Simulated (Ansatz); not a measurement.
`C[O][Nb]([O]C)([O]C)([O]C)[O]C`, relaxed with RKS PBE-D4/def2-SVP in Ansatz 0.2.0 from a rough embedded geometry. The force threshold is 0.03 eV/Å; the program also tests the step.

Charge 0, multiplicity 1. Nb: def2 effective core potential.

Start:

```xyz
26

C    -1.318    2.263   -1.562
O    -1.571    2.049   -0.221
Nb   -0.241    0.087   -0.075
O     1.664    0.461   -1.142
C     2.939    0.181   -0.607
O    -0.614   -2.030   -1.278
C     0.686   -2.376   -0.994
O     0.123    1.243    1.618
C     0.799    0.462    2.575
O    -2.114   -0.830   -0.291
C    -3.041   -0.517    0.680
H    -0.218    2.589   -1.572
H    -1.189    1.210   -2.112
H    -1.921    2.940   -2.043
H     3.381    1.088   -0.077
H     3.643   -0.181   -1.373
H     2.787   -0.686    0.132
H     1.423   -1.726   -1.580
H     0.897   -3.438   -1.182
H     0.952   -2.204    0.074
H     0.605    0.834    3.531
H     0.429   -0.576    2.380
H     1.864    0.432    2.379
H    -2.968    0.540    0.903
H    -2.967   -1.101    1.603
H    -4.029   -0.713    0.235
```

| step | energy (eV) | largest force (eV/Å) | largest move (Å) |
| --- | --- | --- | --- |
| 1 | -17184.0350 | 5.094 | 0.000 |
| 2 | -17187.3579 | 1.614 | 0.195 |
| 3 | -17188.8290 | 1.373 | 0.197 |
| 4 | -17189.9481 | 1.223 | 0.196 |
| 5 | -17190.7830 | 0.744 | 0.194 |
| 6 | -17191.2812 | 0.346 | 0.196 |
| 7 | -17191.5114 | 0.305 | 0.195 |
| 8 | -17191.6288 | 0.249 | 0.200 |
| 9 | -17191.7289 | 0.257 | 0.200 |
| 10 | -17191.8050 | 0.363 | 0.195 |
| 11 | -17191.8773 | 0.182 | 0.200 |
| 13 | -17191.9251 | 0.172 | 0.070 |
| 15 | -17191.9776 | 0.345 | 0.197 |
| 17 | -17192.0158 | 0.357 | 0.109 |
| 19 | -17192.0377 | 0.313 | 0.167 |
| 21 | -17192.0584 | 0.167 | 0.200 |
| 23 | -17192.0738 | 0.038 | 0.088 |
| 25 | -17192.0777 | 0.060 | 0.013 |
| 27 | -17192.0798 | 0.045 | 0.068 |
| 29 | -17192.0803 | 0.023 | 0.022 |
| 31 | -17192.0807 | 0.028 | 0.057 |

End:

```xyz
26

C    -0.420    2.125   -2.191
O    -1.068    1.205   -1.359
Nb   -0.600   -0.198   -0.145
O     1.273    0.209   -0.415
C     2.576    0.675   -0.294
O    -0.318   -1.925   -0.910
C     0.722   -2.640   -1.518
O    -0.352    0.155    1.743
C     0.662    0.429    2.663
O    -2.412   -0.544    0.341
C    -3.330   -0.523    1.386
H     0.686    1.992   -2.166
H    -0.761    2.000   -3.243
H    -0.656    3.167   -1.880
H     2.618    1.681    0.187
H     3.059    0.766   -1.296
H     3.207   -0.015    0.314
H     1.664   -2.044   -1.537
H     0.451   -2.902   -2.565
H     0.915   -3.588   -0.968
H     0.477    1.406    3.170
H     0.696   -0.357    3.453
H     1.670    0.476    2.189
H    -4.133    0.224    1.193
H    -2.817   -0.254    2.340
H    -3.811   -1.519    1.509
```

Run time 32 s (11 threads of an AMD EPYC 7R13 on a shared host and a whole NVIDIA H100 80 GB); peak host memory 0.91 GiB.
